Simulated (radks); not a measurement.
Values are calculated unless marked as measured or tabulated.
Numerical settings for the silicon ion Si+, [Ne] 3s2 3p1. Level of theory: non-relativistic Kohn-Sham, PBE, spin-unpolarised, spherical densities, point nucleus (a radial shooting solver on a logarithmic mesh with Libxc functionals). The defaults (mesh step 0.008 in ln r, mesh end at 40 bohr or more with all orbitals vanishing there, Anderson mixing 0.5 over 9 steps, residual threshold near 1e-9 with the energy settled to 1e-9 hartree or 1e-11 of itself, here a cap of 100 iterations) give E = -288.9179 hartree and 3p at -11.667 eV in 14 iterations. Run on one thread of a shared host, so times are rough (Arm Neoverse V1): 0.06 s of CPU time, 0.06 s wall, 14 iterations on 2476 mesh points. Changes against that run (0 stands for a change within the tolerance of the run):

| setting | iterations | converged | E (mhartree) | e(3p) (meV) | CPU (s) |
|---|---|---|---|---|---|
| mesh step in ln r 0.02 | 14 | yes | 0 | 0 | 0.03 |
| mesh step in ln r 0.2 | 100 | no | -1.64e+06 | - | 0.15 |
| mesh step in ln r 0.05 | 14 | yes | +0.000735 | 0 | 0.02 |
| mesh end (bohr) 20 | 14 | yes | 0 | 0 | 0.06 |
| mesh end (bohr) 400 | 14 | yes | 0 | 0 | 0.06 |
| residual threshold 0.01 | 8 | yes | 0 | -0.677 | 0.04 |
| residual threshold 0.001 | 8 | yes | 0 | -0.677 | 0.04 |
| mixing 0.2 | 16 | yes | 0 | 0 | 0.07 |
| linear mixing, mixing 0.05 | 100 | no | +0.00136 | -17 | 0.33 |
| linear mixing, mixing 0.2 | 88 | yes | 0 | 0 | 0.26 |
| mixing history 2 | 20 | yes | 0 | 0 | 0.07 |
| iteration cap 3 | 3 | no | +1.34 | -351 | 0.02 |

No run marked as converged misses the energy by more than 1 mhartree. A mesh that ends early acts as a hard wall.
